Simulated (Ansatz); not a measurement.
System: 2-methylpropane-1-selenol, C$_{4}$H$_{10}$Se (charge 0, singlet). SMILES: CC(C)C[SeH]
Coordinates optimised at B3LYP-D3(BJ)/def2-TZVP (Ansatz, a program for electronic structure):
```xyz
15

C     -1.4468     2.4066     0.5322
C     -1.0910     0.9876     0.0802
C     -1.9403    -0.0466     0.8189
C      0.4042     0.7538     0.2765
Se     0.9649    -1.0151    -0.4362
H     -2.5061     2.6113     0.3655
H     -1.2464     2.5367     1.5990
H     -0.8692     3.1559    -0.0125
H     -1.3038     0.9071    -0.9908
H     -1.7329    -0.0199     1.8920
H     -1.7451    -1.0614     0.4686
H     -3.0035     0.1543     0.6771
H      0.6646     0.7884     1.3342
H      0.9832     1.5048    -0.2562
H      2.3949    -0.6741    -0.4922
```

Quantity: atomisation energy (electronic, to ground-state atoms), in kcal/mol. Cores are frozen in the correlated levels unless marked. Open shells are spin-unrestricted. No spin-orbit coupling. Frozen are the shells of the preceding noble gas and the d and f shells that filled before the atom's block. Non-relativistic. The coupled-cluster limit lacks core correlation, which all-electron functionals hold. CBS marks a two-point X^-3 extrapolation of the correlation energy; Hartree-Fock from the larger set.

| level | program | atomisation energy (kcal/mol) |
|---|---|---|
| PBE-D4/def2-TZVPD | Ansatz + dftd4 | 1362.1 |
| revPBE/def2-TZVPD | Ansatz | 1310.7 |
| r2SCAN0-D4/def2-TZVPD | Ansatz + dftd4 | ? |
| HSE06-D4/def2-TZVPD | Ansatz + dftd4 | ? |
| B2GP-PLYP-D4/def2-TZVPD | Ansatz + dftd4 | 1321.9 |
| SCS-MP2/cc-pVQZ | Ansatz | 1337.8 |
| CCSD(T)/CBS(cc-pVTZ,cc-pVQZ) | Ansatz | ? |

Question: Fill in the missing entries.

Answer: 
- r2SCAN0-D4/def2-TZVPD, atomisation energy (kcal/mol): 1330.9
- HSE06-D4/def2-TZVPD, atomisation energy (kcal/mol): 1348.2
- CCSD(T)/CBS(cc-pVTZ,cc-pVQZ), atomisation energy (kcal/mol): 1339.6
